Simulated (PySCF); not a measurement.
## Gas-phase XPS of i-BuOEt, computed

i-BuOEt, C6H14O.
Numbering: `[CH3:1][CH2:2][O:3][CH2:4][CH:5]([CH3:6])[CH3:7]`

Computed, not measured: PySCF, delta-SCF UKS SCAN, pcX-2 on the ionised atom, pcseg-1 elsewhere, spin-free X2C. Each binding energy is the total energy of the core-ionised species, with the hole localised on one atom, minus that of the ground state; both are solved self-consistently, so orbital relaxation is included.

Problem. What binding energy does each computed site have?

Solution. 
```csv
atom(s),environment,level,binding energy (eV),above the level's lowest (eV),count
C6/C7,methyl carbon,C 1s,290.20,0.00,2
C5,sp3 CH carbon,C 1s,290.45,+0.25,1
C1,methyl carbon,C 1s,290.61,+0.41,1
C4,sp3 carbon bound to oxygen,C 1s,291.68,+1.48,1
C2,sp3 carbon bound to oxygen,C 1s,291.97,+1.77,1
O3,ether oxygen,O 1s,538.01,0.00,1
```

Lowest listed C 1s: C6/C7, bonded to C and 3 H. Highest, 1.77 eV above it: C2, bonded to O, C and 2 H.

Problem. Which effective nuclear charge Zeff reproduces each element's mean 1s value in the hydrogen-like formula E = 13.606 eV × Zeff²?

Solution. C (Z = 6): mean 290.9 eV, Zeff = 4.62, Z − Zeff = 1.38; O (Z = 8): mean 538.0 eV, Zeff = 6.29, Z − Zeff = 1.71. Means run over the listed sites, weighted by atom count.

Topologically equivalent atoms share the value of their first member; where this conformer doesn't relate them by symmetry, their own values could differ. Geometry: PBE0-D3(BJ)/def2-SVP, one conformer, isolated molecule.

Conformer computed: `[CH3:1][CH2:2][O:3][CH2:4][CH:5]([CH3:6])[CH3:7]`: C1–C2–O3–C4 -74°, C2–O3–C4–C5 -174°, O3–C4–C5–C6 -59°.
